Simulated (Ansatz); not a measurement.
A run on `C[NH][InH][CH3]` with other settings.

```yaml
crystal:
  periodic: [false, false, false]
  atoms:
    - {symbol: C, position_ang: [-0.852043, 2.189057, 0.557405]}
    - {symbol: N, position_ang: [-0.558340, 1.009189, 0.049624]}
    - {symbol: In, position_ang: [0.844840, -0.489520, 0.018923]}
    - {symbol: C, position_ang: [0.410829, -2.699398, -0.332899]}
    - {symbol: H, position_ang: [-1.287658, 2.821198, 0.846696]}
    - {symbol: H, position_ang: [-0.974069, 2.806254, -0.839028]}
    - {symbol: H, position_ang: [0.459474, 2.649209, 0.340097]}
    - {symbol: H, position_ang: [-1.737128, 0.503307, -0.060093]}
    - {symbol: H, position_ang: [2.540919, 0.184096, 0.546066]}
    - {symbol: H, position_ang: [-0.617262, -2.709736, -0.341738]}
    - {symbol: H, position_ang: [0.436352, -3.013203, 0.713781]}
    - {symbol: H, position_ang: [1.259148, -3.047376, -1.123244]}
basis:
  gaussian: {orbitals: def2-TZVP}
hamiltonian: {xc: {name: r2SCAN0}, dispersion: d4}
output: {forces: true}
```

```sh
$ ansatz run in.yaml --threads 4 --pin off --events-out ev --progress --plain --max-ram 10444MiB
```

Output, abridged:

```
Functional definition: r2SCAN0
1348 factors; their error is unknown
mean field evaluation 1: about -8843.3144 eV, gradient 8.1e1 eV
mean field evaluation 2: about -8801.8640 eV, gradient 1.4e2 eV
mean field evaluation 4: about -8858.2635 eV, gradient 1.2e1 eV
mean field evaluation 8: about -8858.6160 eV, gradient 1.9e-1 eV
mean field evaluation 16: about -8858.6544 eV, gradient 5.2e-3 eV
mean field -8858.65435373 eV, -325.5495428881 hartree, gradient 2.8e-5 eV, S^2 0.000000; 0 other end points of the search recorded, 0 dependent functions left out
reference -8858.65436879 eV, -325.5495434415 hartree; 24, 24 occupied and 167, 167 virtual orbitals, 1348 factors
Total energy: -8858.71835280 eV, -325.5518948104 hartree
Atom 0 at    -0.852043     2.189057     0.557405 Å, force    18.846961    -9.062177   -14.748494 eV/Å
Atom 1 at    -0.558340     1.009189     0.049624 Å, force    -6.835282    -7.067507     0.867356 eV/Å
Atom 2 at     0.844840    -0.489520     0.018923 Å, force     1.250045    -0.232524     0.899531 eV/Å
Atom 3 at     0.410829    -2.699398    -0.332899 Å, force     3.779676     1.744986     0.101554 eV/Å
Atom 4 at    -1.287658     2.821198     0.846696 Å, force   -12.372269    14.469321     9.165871 eV/Å
Atom 5 at    -0.974069     2.806254    -0.839028 Å, force    -0.442637     0.270921     2.645913 eV/Å
Atom 6 at     0.459474     2.649209     0.340097 Å, force    -3.548844    -0.138526     1.734903 eV/Å
Atom 7 at    -1.737128     0.503307    -0.060093 Å, force     4.465096     1.036297    -0.014213 eV/Å
Atom 8 at     2.540919     0.184096     0.546066 Å, force    -1.354225    -0.446663    -0.583831 eV/Å
Atom 9 at    -0.617262    -2.709736    -0.341738 Å, force    -2.378316    -0.443701    -2.152115 eV/Å
Atom 10 at     0.436352    -3.013203     0.713781 Å, force     1.569160    -0.469297    -0.118894 eV/Å
Atom 11 at     1.259148    -3.047376    -1.123244 Å, force    -2.979365     0.338870     2.202418 eV/Å
Dipole moment:    -0.158503    -0.523351     0.055570 e Å
```

Run time 4.4 s (4 threads of an Intel Xeon Platinum 8375C on a shared host); peak host memory 0.5 GiB.
